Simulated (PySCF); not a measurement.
# RuH₂ + RuF₂ → 2 RuHF

Level: PBE0 in the def2-TZVP basis family, computed in PySCF with density fitting; scalar-relativistic core potentials for atoms from Rb on, none lighter, no spin–orbit coupling; open shells unrestricted.

```json
{"species": "RuH₂", "state and structure": "triplet, C2v, Ru–H 1.559 Å (×2); H–Ru–H 75.0°", "E (Eh)": "-95.99409", "ZPE (kJ/mol)": "29.3", "H(298 K) − H(0) (kJ/mol)": "10.2", "S° (J/(mol K))": "233.7"}
{"species": "RuF₂", "state and structure": "quintet, D∞h, Ru–F 1.866 Å (×2)", "E (Eh)": "-294.48914", "ZPE (kJ/mol)": "9.4", "H(298 K) − H(0) (kJ/mol)": "12.9", "S° (J/(mol K))": "275.1"}
{"species": "RuHF", "state and structure": "quintet, Cs, Ru–F 1.897 Å, Ru–H 1.664 Å; F–Ru–H 153.8°", "E (Eh)": "-195.22851", "ZPE (kJ/mol)": "16.8", "H(298 K) − H(0) (kJ/mol)": "11.4", "S° (J/(mol K))": "269.4"}
```

Problem. What is the electronic reaction energy?

Solution. At PBE0/def2-TZVP, ΔE = 68.8 kJ/mol from the differences of the total energies times 2625.5, uphill. The bond energies do not simply add up: the mixed species is disfavoured.

Problem. Add zero-point, thermal and entropy terms for 298.15 K and 1 bar.

Solution. ΔZPE = -5.1 and Δ[H(298) − H(0)] = -0.3 kJ/mol give ΔH° = 63.4 kJ/mol. ΔS° = 30.0 J/(mol K), so ΔG° = 63.4 − 298.15 × (0.0300) = 54 kJ/mol and log₁₀K = -9.5.

Open d or f shells are single determinants, so the state found may not be the ground state. The structures come from searches over a few start shapes, so lower isomers are not excluded.
